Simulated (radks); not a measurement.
Zn, 30 electrons, occupied as [Ar] 3d10 4s1 4p1 (not the ground configuration). Calculated with a radial shooting solver on a logarithmic mesh with Libxc functionals: scalar-relativistic Kohn-Sham, exchange-only B88, spin-polarised, spherical densities, finite nucleus; open shells are filled with parallel spins first; Fermi nuclear charge, rms radius 3.9283 fm.

Normalised radial functions P(r) = r R(r), r in bohr:

```
   r/bohr * 3p up, o 3d down (the largest magnitude, 1.28, reaches the edge; | marks zero, & curves that meet)
 0.004533                             &
 0.006046                             &
 0.007999                             &
  0.01067                             o*
  0.01423                             o*
  0.01898                             o *
  0.02511                             o  *
  0.03349                             o   *
  0.04467                             o      *
  0.05911                             |o       *
  0.07884                             | o         *
   0.1051                             |  o          *
   0.1402                             |    o        *
   0.1856                             |       o*
   0.2475                             *            o
   0.3301                 *           |                o
   0.4368       *                     |                    o
   0.5825  *                          |                     o
   0.7769     *                       |                   o
    1.036             *               |               o
    1.371                     *       |           o
    1.829                          *  |      o
    2.439                            *|   o
    3.227                             * o
    4.304                             *o
    5.741                             &
    7.657                             &
    10.13                             &
    13.51                             &
```

3p up: eigenvalue -84.288 eV, 1 radial node at r = 0.249 bohr, <r> = 0.714 bohr, 90 % of the charge inside 1.10 bohr. 3d down: eigenvalue -10.949 eV, 0 radial nodes, <r> = 0.891 bohr, 90 % of the charge inside 1.56 bohr.
